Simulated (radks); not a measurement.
The numbers below are computed, except where a source is named.
Ionisation of Nd, [Xe] 4f4 6s2, to Nd+, [Xe] 4f4 6s1, under several functionals. Scalar-relativistic Kohn-Sham, spin-polarised, spherical densities, finite nucleus; open shells are filled with parallel spins first (spin-orbit coupling, left out, can overturn this in heavy ions); a radial shooting solver on a logarithmic mesh with Libxc functionals.

| functional | E(Nd) (hartree) | Exc (hartree) | IE (eV) | -e(HOMO) (eV) | <r> HOMO (bohr) | IE error (eV) |
|---|---|---|---|---|---|---|
| PBE | -9623.5531 | -222.2414 | 5.466 | 2.556 | 1.102 | -0.059 |
| LDA (Slater exchange, Perdew-Zunger correlation) | -9616.6629 | -215.3239 | 5.696 | 2.675 | 1.101 | +0.171 |
| PW91 | -9624.7389 | -223.4373 | 5.498 | 2.602 | 1.101 | -0.027 |
| TASK exchange with Perdew-Wang LDA correlation | -9622.8979 | -220.7773 | 4.717 | 2.673 | 1.066 | -0.808 |
| Wu-Cohen GGA | -9622.6536 | -221.3375 | 5.372 | 2.568 | 1.102 | -0.153 |
| exchange-only PBE | -9620.2636 | -218.8965 | 4.852 | 1.649 | 1.112 | -0.673 |

NIST Atomic Spectra Database: 5.525 eV (measured). Closest: PW91. The Delta-SCF values span 0.98 eV, the total energies 8.08 hartree. The highest occupied level is 4f. Open shells are spherical and high-spin; term and fine-structure splittings are not resolved. Spin-orbit splitting is averaged out at the scalar-relativistic level.
